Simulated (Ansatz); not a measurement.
Bi2F6, relaxed as a singlet with RKS PBE-D4/def2-SVP in Ansatz, starting from the GFN1-xTB geometry. Force threshold 0.02 eV/Å.

In the def2 sets Bi takes a core potential; there is no spin–orbit coupling. Another isomer (singlet) lies 0.36 eV lower at PBE0-D4/def2-TZVP; other spin states weren't run for this one.

Start:

```xyz
8

Bi   -1.080   -1.618   -0.392
Bi    1.140    0.728    0.583
F     0.410    2.603    0.409
F     2.485    1.143   -0.843
F    -2.921   -0.871   -0.039
F    -0.587   -1.008    1.497
F    -0.575    0.380   -0.837
F     1.127   -1.358   -0.378
```

Question: Estimate the energy that the relaxation releases and the steps that it takes.

Answer: 0.26 eV, in 11 steps; 14 s on 4 threads of Arm Neoverse V1 on a shared host. No frequencies were taken in this run, so the end may be a saddle point.

Question: Does the start keep its bonding?

Answer: By distances, no bond broke or formed. The bond that changes most is Bi2–F8, from 2.30 to 2.37 Å (atoms count from 1).

Question: Predict the relaxed structure.

Answer: 
```xyz
8

Bi   -1.1074   -1.6500   -0.2892
Bi    1.3135    0.7300    0.5007
F     0.3867    2.5566    0.7250
F     2.4343    1.2809   -1.1218
F    -3.0403   -0.9247   -0.2427
F    -0.6696   -0.8266    1.5850
F    -0.4798    0.3447   -0.8892
F     1.1624   -1.5109   -0.2677
```
Bond lengths (bridged metal pairs left out): 8 × Bi–F 2.05 to 2.37 Å.
